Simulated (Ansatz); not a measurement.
Start from `[CH3][Zr]([OH])([Cl])[Cl]` and change one atom or group to get `[NH2][Zr]([OH])([Cl])[Cl]`.

Ansatz, PBE0-D4/def2-TZVP geometries, multiplicity 1. Each molecule was computed in one conformer, which needn't be the lowest.

Elements past krypton have def2 core potentials.

```tsv
property	`[CH3][Zr]([OH])([Cl])[Cl]`
HOMO energy (B3LYP/def2-TZVPP) / eV	-7.85
HOMO–LUMO gap (ωB97M-V/def2-TZVPP) / eV	10.93
LUMO energy (ωB97M-V/def2-TZVPP) / eV	0.55
size of the dipole moment (PBE/def2-TZVPP) / D	2.69
LUMO energy (PBE0/def2-TZVPP) / eV	-1.58
HOMO energy (PBE0/def2-TZVPP) / eV	-8.10
```

Question: What does the change do to each property? (An estimate is asked.)

Answer: Computed: 
```csv
property,`[NH2][Zr]([OH])([Cl])[Cl]`,shift
HOMO energy (B3LYP/def2-TZVPP) / eV,-7.71,0.14
HOMO–LUMO gap (ωB97M-V/def2-TZVPP) / eV,10.83,-0.10
LUMO energy (ωB97M-V/def2-TZVPP) / eV,0.57,0.02
size of the dipole moment (PBE/def2-TZVPP) / D,3.38,0.69
LUMO energy (PBE0/def2-TZVPP) / eV,-1.34,0.24
HOMO energy (PBE0/def2-TZVPP) / eV,-7.97,0.13
```

With PBE0 the HOMO rises by 0.13 eV and the LUMO rises by 0.24 eV, so the gap widens by about 0.11 eV. PBE moves the HOMO by 0.16 eV and ωB97M-V by 0.13 eV. The zero-point energy changes by -25.2 kJ/mol with -3 modes. Dipoles are sizes alone; their direction can turn.

Positive LUMOs are unbound, so they and the gaps depend on the basis.

B3LYP here is the variant with VWN-RPA as its local correlation; programs differ in this.
